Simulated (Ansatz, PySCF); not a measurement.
Noncovalent pair: C2H4 (SMILES C=C) (first 6 atoms) with HBr (SMILES Br); geometry from B3LYP-D3(BJ)/def2-TZVP, rigid monomers moved along the line of their centres of mass till C2···H8 is 3.40 Å.
(charge 0, multiplicity 1):
```xyz
8

C     -0.14506    -0.59117     0.32365
C      0.13864     0.68866     0.11543
H      0.63023    -1.34673     0.36180
H     -1.16365    -0.93312     0.46150
H     -0.63672     1.44399     0.07450
H      1.15687     1.03045    -0.02518
Br     0.41088     0.73154     4.92289
H      0.28599     0.52472     3.50681
```

Interaction energies are E(AB) − E(A) − E(B) at the monomers' geometry in the complex; basis-set methods are counterpoise corrected. Rows marked so take none.

Rows in 6-31G* carry no dispersion term and start afresh at each structure (6-31G* with six Cartesian d functions); the Pople sets are all-electron and without relativity. MP2/6-31G* freezes PySCF's default core, which leaves 3d correlated.

Codes used: Ansatz (a quantum-chemistry and plane-wave program) with Gaussian orbitals; PySCF for 6-31G* rows, the dispersion terms. Each number belongs to the level named beside it.

Problem. Estimate the interaction energy that MP2/6-31G* returns for this input.

Solution. -53 meV

Problem. What interaction energy does B3LYP/6-31G* (no counterpoise) give?

Solution. -61 meV

Problem. What interaction energy does PBE0-D4/def2-TZVPPD give?

Solution. -68 meV
